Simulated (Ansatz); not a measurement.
`[SiH3][SnH2][SH]` + `FC#[C][GeH3]` → `FC#[C][GeH2][SiH3]` + `[SH][SnH3]`  (formal exchange of groups at the Si–Sn bond)

Computed with Ansatz on PBE0-D4/def2-TZVP structures; ΔE is electronic, products minus reactants. CCSD(T)/CBS adds triple-zeta CCSD(T) − MP2 to the extrapolated MP2 energy (def2 sets, frozen cores). Functionals use def2-TZVPP. B3LYP here is the variant with VWN-RPA as its local correlation; programs differ in this. HSE06 is defined as in plane-wave codes. Elements past krypton have def2 core potentials. For Ge, Sn outer-core shells are correlated without core-valence functions, which leaves a few kJ/mol of doubt a bond. Scalar relativity is left out up to krypton. Each species was taken in one conformer, which may not be the lowest.

| level | ΔE (kJ/mol) | difference from CCSD(T)/CBS |
| --- | --- | --- |
| LDA (SPW92) | 10.8 | -4.2 |
| PBE-D4 | 11.8 | -3.2 |
| revPBE-D4 | 11.3 | -3.7 |
| r2SCAN-D4 | 11.5 | -3.5 |
| B97M-V | 7.4 | -7.6 |
| PBE0-D4 | 12.2 | -2.8 |
| B3LYP-D4 | 12.7 | -2.3 |
| HSE06-D4 | 12.2 | -2.8 |
| BHLYP-D4 | 13.5 | -1.5 |
| CAM-B3LYP-D4 | 11.5 | -3.5 |
| ωB97X-V | 11.0 | -4.0 |
| ωB97M-V | 11.6 | -3.4 |
| B2PLYP | 12.5 | -2.5 |
| PBE-QIDH | 12.6 | -2.4 |
| PBE | 11.6 | -3.4 |
| revPBE | 11.7 | -3.3 |
| BLYP | 12.0 | -3.0 |
| r2SCAN | 11.5 | -3.5 |
| PBE0 | 11.8 | -3.2 |
| B3LYP | 12.1 | -2.9 |
| r2SCANh | 11.7 | -3.3 |
| r2SCAN0 | 12.0 | -3.0 |
| HSE06 | 11.9 | -3.1 |
| BHLYP | 12.2 | -2.8 |
| CAM-B3LYP | 11.1 | -3.9 |
| LC-ωPBE | 10.5 | -4.5 |
| HF/def2-SVP | 16.7 | 1.7 |
| MP2/def2-SVP | 14.9 | -0.1 |
| CCSD/def2-SVP | 15.3 | 0.3 |
| CCSD(T)/def2-SVP | 14.9 | -0.1 |
| HF/def2-TZVPP | 12.6 | -2.4 |
| MP2/def2-TZVPP | 13.8 | -1.2 |
| SCS-MP2/def2-TZVPP | 12.8 | -2.2 |
| CCSD/def2-TZVPP | 10.7 | -4.3 |
| HF/def2-QZVPP | 13.3 | -1.7 |
| MP2/def2-QZVPP | 16.6 | 1.6 |
| SCS-MP2/def2-QZVPP | 15.7 | 0.7 |
| HF/CBS(def2) | 13.4 | -1.6 |
| MP2/CBS(def2) | 18.2 | 3.2 |
| CCSD/CBS(def2) | 15.1 | 0.1 |
| CCSD(T)/CBS | 15.0 | 0 |

Largest T1 diagnostic among the species: 0.013.

Leaving LDA and LC-ωPBE aside and taking each functional with its dispersion term where it has one, the values spread over 6.1 kJ/mol, from B97M-V to BHLYP-D4.
